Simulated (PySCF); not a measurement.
Ge(F)(Cl)2(Me) (CH3Cl2FGe), SMILES [CH3][Ge]([F])([Cl])[Cl]. Geometry optimised at PBE-D3(BJ)/def2-SVP. This is a generated structure with no PubChem entry under its InChIKey; it may be hypothetical.

**Question.** Give the equilibrium geometry at PBE-D3(BJ)/def2-SVP (PySCF confirms it by a frequency run) as a Z-matrix, and its point group. (An estimate is asked for; the answer gives what the named calculation found.)

**Answer.** point group Cs.
```
Ge
F 1 1.7496
C 1 1.9374 2 110.10
H 3 1.1059 1 108.99 2 180.00
H 3 1.1063 4 109.92 1 119.30
H 3 1.1063 4 109.92 5 121.40
Cl 1 2.1583 2 106.28 3 -122.09
Cl 1 2.1583 2 106.28 3 122.09
```
